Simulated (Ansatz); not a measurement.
Cartesian coordinates in Å:
```
C -2.5885 0.5004 -0.2420
C -1.4824 0.0820 -0.4832
Si 0.2229 -0.5081 -0.7580
Al 1.6417 0.2439 1.0934
Cl 3.6672 -0.3182 0.9997
H -3.5697 0.8651 -0.0405
H 0.7103 0.0266 -2.0587
H 0.2055 -1.9934 -0.8516
H 1.1930 1.1017 2.3410
```

The species carries charge 0 and has multiplicity 1.

(1) List the r2SCAN/def2-TZVPP orbital energies in eV (the Gaussian-basis code of Ansatz). (An estimate is asked.)

## Answers

(1) The calculation gave: Occupied: -2753.17, -1791.27, -1518.05, -273.44, -273.12, -254.56, -193.06, -193.00, -192.97, -141.74, -111.50, -96.61, -96.58, -96.58, -71.85, -71.66, -71.58, -21.06, -19.69, -15.02, -13.47, -10.98, -10.20, -9.32, -8.94, -8.58, -8.52, -7.82, -7.40, -6.69. Lowest empty: -2.58, -1.14, -0.77, -0.65, 0.19, 1.17, 1.62, 1.69.
